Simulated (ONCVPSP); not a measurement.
# Logarithmic derivatives: tin, ONCV

ONCVPSP 4.0.1 input, shortened (lines: element, Z, core and valence counts, functional; n l f; lmax; l rc ep ncon nbas qcut; lloc lpopt rc5 dvloc0; l nproj debl; icmod fcfact rcfact), LDA (Perdew-Zunger), scalar-relativistic:

```
  Sn 50.00    6    5        3      upf
    1    0    2.00
    2    0    2.00
    2    1    6.00
    3    0    2.00
    3    1    6.00
    3    2   10.00
    4    0    2.00
    4    1    6.00
    4    2   10.00
    5    0    2.00
    5    1    2.00
    2
    0    1.50    0.00    4    8    9.60
    1    1.35    0.00    4    7    8.80
    2    1.20    0.00    4    9   14.60
    4    1    1.15    3.00
    0    2    2.60
    1    2    2.20
    2    2    3.70
    3    2.50    1.75
```

The phase is arctan(r·R′/R) of the radial function R(r), unwrapped; energies in Ha, scanned from -6 to 5 Ha. A pole is an energy at which the radial function vanishes at the test radius. The pseudo phase is shifted by a multiple of π to meet the all-electron one at the reference energy, and phase errors are pseudo minus all-electron; the curves can meet again beyond the range given. Levels narrower than the energy grid can be missing from the lists of poles.

```tsv
channel	radius (bohr)	reference energy (Ha)	poles, all-electron	poles, pseudo	unbroken range about the reference energy with phases within 0.05 rad	phase error 1 Ha above the reference energy (rad)
s	1.52	-0.40	-4.65	-4.65	the whole range	-0.002
p	1.37	-0.14	-2.44	-2.44	the whole range	-0.000
d	1.22	-0.95	1.47	1.47	the whole range	-0.000
```

Phases in the p channel:

| E (Ha) | all-electron | pseudo |
| --- | --- | --- |
| -5.96 | 1.126 | 1.126 |
| -5.40 | 1.015 | 1.014 |
| -4.84 | 0.773 | 0.773 |
| -4.28 | 0.081 | 0.080 |
| -3.72 | -0.955 | -0.955 |
| -3.16 | -1.369 | -1.369 |
| -2.60 | -1.538 | -1.538 |
| -2.04 | -1.636 | -1.636 |
| -1.48 | -1.707 | -1.707 |
| -0.92 | -1.770 | -1.770 |
| -0.36 | -1.835 | -1.835 |
| 0.20 | -1.910 | -1.910 |
| 0.76 | -2.009 | -2.009 |
| 1.32 | -2.153 | -2.153 |
| 1.88 | -2.388 | -2.389 |
| 2.44 | -2.792 | -2.795 |
| 3.00 | -3.359 | -3.366 |
| 3.56 | -3.838 | -3.845 |
| 4.12 | -4.123 | -4.130 |
| 4.68 | -4.290 | -4.296 |
